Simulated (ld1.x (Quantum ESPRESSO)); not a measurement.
# Ba (Z = 56), TM: configuration errors across variants

```json
{
  "Element": "barium (Ba)",
  "Generator": "ld1.x (Quantum ESPRESSO) 7.5",
  "Type": "norm-conserving Troullier–Martins (Kleinman–Bylander form)",
  "Functional": "LDA (PZ)",
  "Relativity": "non-relativistic",
  "Frozen core": "[Xe]",
  "Valence charge": "2",
  "Reference configuration": "5d0 6s2 6p0",
  "Partial waves": "6p (bound, empty): rc 4.20 bohr; 5d (bound, empty): rc 3.25 bohr; 6s (bound): rc 4.20 bohr",
  "Local potential": "the s channel",
  "Core correction": "Bessel-smoothed model core inside 2.70 bohr"
}
```

All-electron excitation energies from the reference (eV): (1) 5d0 6s1 6p0 5.360; (2) 5d0 6s1.5 6p0 2.139; (3) 5d0 6s1 6p1 1.890; (4) 5d1 6s1 6p0 0.751; (5) 5d1 6s0 6p0 5.356; (6) 5d0 6s0 6p1 7.739; (7) 5d0 6s0 6p2 3.867; (8) 5d0 6s1 6p0 spin 5.216; (9) 5d0 6s1.5 6p0 spin 2.111.

Spin tests fill each open shell by Hund’s rule, majority spin first.

A true bound ghost makes a file unfit for plane-wave use even where its test errors are small: the radial tests pick states by their node count and pass the ghost by.

Errors AE − PS in meV (a dash: test not solved or not reliable):

```csv
change,(1),(2),(3),(4),(5),(6),(7),(8),(9),bound ghosts
base,-4.0,-0.4,-3.4,-69,-82,-14,-14,-6.3,-0.4,none
"all radii but the core radius scaled by about 0.78 (s 3.28, p 3.28, d 2.54 bohr)",-1.2,+0.4,-2.7,-50,-54,-18,-14,-6.4,0.0,p
"all radii but the core radius scaled by about 0.86 (s 3.62, p 3.62, d 2.80 bohr)",-3.3,-0.2,-2.0,-61,-70,-10,-8.9,-6.9,-0.4,p
"all radii but the core radius scaled by about 1.07 (s 4.50, p 4.50, d 3.48 bohr)",-4.0,-0.4,-5.1,-66,-78,-23,-23,-6.8,-0.5,none
"all radii but the core radius scaled by about 1.18 (s 4.94, p 4.94, d 3.82 bohr)",-4.0,-0.1,-8.1,-53,-61,-41,-38,-9.3,-0.6,none
"all radii but the core radius scaled by about 1.40 (s 5.88, p 5.88, d 4.54 bohr)",-5.4,+0.6,-16,-4.7,-13,-95,-82,-20,-1.2,none
```

Question: Give the same row for: all radii but the core radius scaled by about 1.28 (s 5.36, p 5.36, d 4.16 bohr).

Answer: -4.3, +0.1, -11, -36, -42, -60, -54, -13, -0.8; bound ghosts: none.
